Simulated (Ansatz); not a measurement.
Born–Oppenheimer molecular dynamics of AlH7N2OSi (12 atoms, charge 0, multiplicity 1). It starts from a relaxed structure.

All numbers below come from RKS revPBE-D4/STO-3G in Ansatz.

- ensemble: NVT, Nosé–Hoover chain
- time step: 0.5 fs
- steps asked: 166
- set temperature: 300 K
- thermostat: time constant 100 fs, chain length 3 (defaults)
- seed: 168887

First frame:

```xyz
12
Properties=species:S:1:pos:R:3
Al 0.118 -0.289 -0.170
N -0.289 0.125 1.505
H -1.010 -0.448 2.014
H 0.505 0.243 2.185
N 1.725 0.065 -0.789
H 1.891 0.161 -1.820
H 2.341 0.769 -0.316
O -0.991 -1.002 -1.270
Si -2.551 -1.314 -0.645
H -2.544 -2.152 0.561
H -3.294 -0.094 -0.307
H -3.300 -2.024 -1.680
```

**Question.** How far do the bonds stretch over the last three quarters of this one trajectory? (Pairs bonded in most of those frames.)

**Answer.** 
```json
{"bond": "Al1–N2", "mean (Å)": "1.782", "spread (Å)": "0.040", "shortest": "1.73", "longest": "1.85"}
{"bond": "Al1–N5", "mean (Å)": "1.767", "spread (Å)": "0.013", "shortest": "1.75", "longest": "1.79"}
{"bond": "Al1–O8", "mean (Å)": "1.723", "spread (Å)": "0.022", "shortest": "1.70", "longest": "1.76"}
{"bond": "N2–H3", "mean (Å)": "1.059", "spread (Å)": "0.022", "shortest": "1.02", "longest": "1.11"}
{"bond": "N2–H4", "mean (Å)": "1.060", "spread (Å)": "0.023", "shortest": "1.02", "longest": "1.11"}
{"bond": "N5–H6", "mean (Å)": "1.052", "spread (Å)": "0.014", "shortest": "1.03", "longest": "1.08"}
{"bond": "N5–H7", "mean (Å)": "1.053", "spread (Å)": "0.014", "shortest": "1.03", "longest": "1.07"}
{"bond": "O8–Si9", "mean (Å)": "1.719", "spread (Å)": "0.029", "shortest": "1.67", "longest": "1.76"}
{"bond": "Si9–H10", "mean (Å)": "1.469", "spread (Å)": "0.010", "shortest": "1.45", "longest": "1.48"}
{"bond": "Si9–H11", "mean (Å)": "1.472", "spread (Å)": "0.030", "shortest": "1.43", "longest": "1.52"}
{"bond": "Si9–H12", "mean (Å)": "1.462", "spread (Å)": "0.008", "shortest": "1.45", "longest": "1.48"}
```

Mean temperature of the second half: 192 K. The conserved energy stayed within 0.15 meV per atom of its start (net change 0.092 meV per atom), so the integration is sound. The mean temperature of the second half is 36 % below the set value. A run of 0.083 ps of so small a system gives no equilibrium averages. Limits of this set-up: minimal basis.

Time of the run: 6.4 min on 1 thread of Arm Neoverse V2, on a shared host, peak memory 0.096 GiB.
